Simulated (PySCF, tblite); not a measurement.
A database entry of computed molecular properties. Lists by class give the value and the number of equivalent atoms.

```json
{
 "formula": "CH5ClF2Si2",
 "smiles": "F[C@@H]([SiH3])[Si@@H](F)Cl",
 "inchi": "InChI=1S/CH5ClF2Si2/c2-6(4)1(3)5/h1,6H,5H3/t1-,6+/m0/s1",
 "charge": 0,
 "multiplicity": 1,
 "geometry_level": "GFN2-xTB",
 "atoms_angstrom": [
  ["F", 0.238, 0.574, -1.853],
  ["C", 0.126, -0.243, -0.719],
  ["Si", 1.592, 0.193, 0.458],
  ["Si", -1.641, -0.097, -0.013],
  ["F", -1.676, -1.209, 1.158],
  ["Cl", -1.985, 1.673, 0.831],
  ["H", 0.266, -1.261, -1.099],
  ["H", 1.512, -0.73, 1.588],
  ["H", 1.445, 1.587, 0.869],
  ["H", 2.819, 0.002, -0.312],
  ["H", -2.69, -0.487, -0.933]
 ],
 "electronic_structure_code": "PySCF",
 "results": {
  "GFN2-xTB geometry": {
   "point_group": "C1",
   "rotational_constants_GHz": [2.219, 1.176, 1.124]
  },
  "PBE0/def2-SVPD ground state and vertical TDDFT (core frozen in the response)": {
   "dipole_D": 0.84,
   "homo_eV": -8.59,
   "lumo_eV": -0.51,
   "S1_eV": 6.59,
   "strongest_line_of_8_singlets_eV": 8.39,
   "T1_tda_eV": 6.04,
   "polarisability_au": 77.1,
   "r2_bohr2_about_centre_of_nuclear_charge": 1159.2,
   "singlets_eV_and_f": [
    [6.59, 0.041],
    [7.45, 0.003],
    [7.66, 0.012],
    [7.69, 0.041],
    [8.17, 0.077],
    [8.19, 0.023],
    [8.39, 0.079],
    [8.41, 0.04]
   ],
   "triplets_tda_eV": [6.04, 6.99, 7.22]
  },
  "PBE0/pcSseg-1 ground state and GIAO shieldings, non-relativistic": {
   "shift_vs_computed_TMS_C_by_class_ppm": [
    [84.7, 1]
   ],
   "shift_vs_computed_TMS_H_by_class_ppm": [
    [5.74, 1],
    [5.38, 1],
    [4.13, 3]
   ],
   "shielding_other_nuclei_by_class_ppm": [
    ["F", 336.0, 1],
    ["F", 482.9, 1],
    ["Si", 345.0, 1],
    ["Si", 426.4, 1],
    ["Cl", 908.3, 1]
   ],
   "charges_hirshfeld_e_by_atom": [-0.13, -0.11, 0.31, 0.43, -0.2, -0.08, 0.05, -0.07, -0.07, -0.07, -0.06]
  },
  "GFN2-xTB harmonic vibrations, gas phase": {
   "strongest_ir_bands_cm-1_km_per_mol_modes": [
    [678.8, 292.8, 1],
    [749.7, 275.0, 1],
    [780.4, 316.5, 1],
    [802.1, 229.7, 1],
    [2296.7, 267.3, 1],
    [2303.4, 304.1, 1]
   ],
   "zpe_kcal_per_mol": 34.7
  }
 }
}
```

The polarisability is 11.42 Å³ as a volume (1 au = 0.148185 Å³), or 1.04 au for each of the 74 electrons. No computed singlet falls in the visible range (750 to 380 nm, 1.65 to 3.26 eV); S1 lies 3.33 eV above its blue end.

One conformer (not necessarily the lowest) at the GFN2-xTB geometry, without solvent or vibrations. NMR classes are plain means over equivalent atoms (diastereotopic ones count apart unless rotation or inversion swaps them), as if these changed places fast; in this geometry the members of some classes differ.

The values belong to the conformer `[F:1][C@@H:2]([SiH3:3])[Si@@H:4]([F:5])[Cl:6]`: F1–C2–Si4–F5 173°.
